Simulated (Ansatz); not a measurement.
Geometry optimisation, RKS BLYP/def2-mTZVP in Ansatz 0.2.0.

The input (input.yaml):

```yaml
crystal:
  periodic: [false, false, false]
  atoms:
    - { symbol: Zn, position_ang: [-0.137079, -0.023208, 0.808514] }
    - { symbol: Br, position_ang: [0.646798, -1.007218, -2.690526] }
    - { symbol: O, position_ang: [-0.393815, -1.547023, 1.736587] }
    - { symbol: H, position_ang: [0.54766, 0.378932, -2.144496] }
    - { symbol: O, position_ang: [0.186769, 1.496065, -0.209361] }
    - { symbol: H, position_ang: [-0.27034, -1.401919, 2.695795] }
    - { symbol: H, position_ang: [-0.579992, 2.104371, -0.196513] }
basis:
  gaussian: { orbitals: def2-mTZVP }
hamiltonian:
  xc: blyp
relax:
  f_tol: 0.03
  max_steps: 50
```

Command:

```bash
$ ansatz run input.yaml --threads 4 --pin off --max-ram 5120MiB --backend cpu --events-out ev --progress --plain --runs-dir out
```

Problem. Where does it end, and by what steps?

Solution. The run converged. After 17 steps the energy has fallen by 0.136 eV; Br2 moved furthest, 0.95 Å.

```json
{"step": "0", "energy less start (eV)": "0.0000", "largest force component (eV/Å)": "0.647", "accepted": "yes"}
{"step": "1", "energy less start (eV)": "-0.0682", "largest force component (eV/Å)": "0.313", "accepted": "yes"}
{"step": "2", "energy less start (eV)": "-0.0878", "largest force component (eV/Å)": "0.323", "accepted": "yes"}
{"step": "3", "energy less start (eV)": "-0.1017", "largest force component (eV/Å)": "0.163", "accepted": "yes"}
{"step": "4", "energy less start (eV)": "-0.1096", "largest force component (eV/Å)": "0.234", "accepted": "yes"}
{"step": "5", "energy less start (eV)": "-0.1136", "largest force component (eV/Å)": "0.274", "accepted": "yes"}
{"step": "6", "energy less start (eV)": "-0.1163", "largest force component (eV/Å)": "0.041", "accepted": "yes"}
{"step": "7", "energy less start (eV)": "-0.1175", "largest force component (eV/Å)": "0.054", "accepted": "yes"}
{"step": "8", "energy less start (eV)": "-0.1129", "largest force component (eV/Å)": "0.750", "accepted": "no"}
{"step": "9", "energy less start (eV)": "-0.1213", "largest force component (eV/Å)": "0.050", "accepted": "yes"}
{"step": "10", "energy less start (eV)": "-0.1244", "largest force component (eV/Å)": "0.159", "accepted": "yes"}
{"step": "11", "energy less start (eV)": "-0.1276", "largest force component (eV/Å)": "0.293", "accepted": "yes"}
{"step": "12", "energy less start (eV)": "-0.0796", "largest force component (eV/Å)": "0.679", "accepted": "no"}
{"step": "13", "energy less start (eV)": "-0.1328", "largest force component (eV/Å)": "0.052", "accepted": "yes"}
{"step": "14", "energy less start (eV)": "-0.1346", "largest force component (eV/Å)": "0.069", "accepted": "yes"}
{"step": "15", "energy less start (eV)": "-0.1354", "largest force component (eV/Å)": "0.122", "accepted": "yes"}
{"step": "16", "energy less start (eV)": "-0.1361", "largest force component (eV/Å)": "0.040", "accepted": "yes"}
{"step": "17", "energy less start (eV)": "-0.1363", "largest force component (eV/Å)": "0.017", "accepted": "yes"}
```

```xyz
7
Properties=species:S:1:pos:R:3
Zn -0.227 -0.154 0.940
Br 0.734 -0.251 -3.267
O -0.672 -1.394 2.154
H 0.510 0.376 -1.918
O 0.218 1.016 -0.378
H -0.126 -1.326 2.963
H -0.438 1.733 -0.494
```

Whether the end is a true minimum wasn't checked by a vibrational analysis.

Run time: 43 s on 4 threads of Arm Neoverse N1 (shared host), peak memory 0.18 GiB.
